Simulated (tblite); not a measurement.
Compound: CH₁₀ClNSi₃.
Atom-mapped SMILES: `[NH2:1][SiH2:2][C@H:3]([SiH3:4])[SiH2:5][Cl:6]` (hydrogens: H7, H8 on N1; H9, H10 on Si2; H11 on C3; H12, H13, H14 on Si4; H15, H16 on Si5)

Computed with GFN2-xTB (tblite), gas phase: nudged elastic band of 9 images (0 to 8), spring 0.2 eV/Å², climbing image at the end, force threshold 0.05 eV/Å. No saddle search or frequency run followed, so the top image need not be a first-order saddle, and its height can exceed the method's true barrier by a kcal/mol or more.

Path: rotation about Si2–C3 (SiH2 silicon, sp3 carbon bound to silicon), followed by the dihedral N1–Si2–C3–Si4, from 61° to -163°. Start geometry (image 0):
```
atom  x, y, z in Å
N1      1.762   -0.889   -0.942
Si2     1.397   -0.392    0.666
C3     -0.395    0.267    0.625
Si4    -1.663   -1.046    0.097
Si5    -0.576    1.855   -0.391
Cl6     0.498    3.336    0.467
H7      2.707   -1.170   -1.150
H8      1.116   -1.497   -1.419
H9      2.388    0.638    0.975
H10     1.466   -1.445    1.697
H11    -0.631    0.520    1.663
H12    -1.501   -1.371   -1.325
H13    -1.488   -2.269    0.887
H14    -3.026   -0.544    0.300
H15    -1.966    2.320   -0.402
H16    -0.094    1.696   -1.759
```

The first guess turns that dihedral rigidly in even steps and adds one set of random displacements (0.04 Å standard deviation a coordinate) to every inner image. Energies of the images above image 0 (eV) in the early part of the optimisation:

```
iteration      1      2      3      4      5      6      7       8
        0  0.678  0.675  0.698  0.732  0.766  0.784  0.752  -0.024
       10  0.039  0.077  0.122  0.147  0.146  0.114  0.050  -0.024
       20  0.019  0.057  0.100  0.123  0.119  0.085  0.026  -0.024
       30  0.014  0.050  0.091  0.112  0.105  0.068  0.014  -0.024
```

**Question.** Where does the band end, and how far was the first guess from it?

**Answer.** Final energies, images 1 to 8: 0.010, 0.044, 0.081, 0.100, 0.088, 0.049, 0.001, -0.024 eV. The highest point drops from 0.78 eV (image 6) to 0.100 eV (image 4), by 0.68 eV. Image 4 moved by 0.07 Å rms, its dihedral from 129° to 129°. The end images are fixed. The true force on the top image ends at 0.036 eV/Å, and the largest on any image at 0.05 eV/Å; away from the top, the method drives only the force across the path to zero. The last saved iteration is 40.

What follows is the cost of the whole band run. Cost: about 13 s of CPU time on one thread; the machine was shared, so the figure is rough.
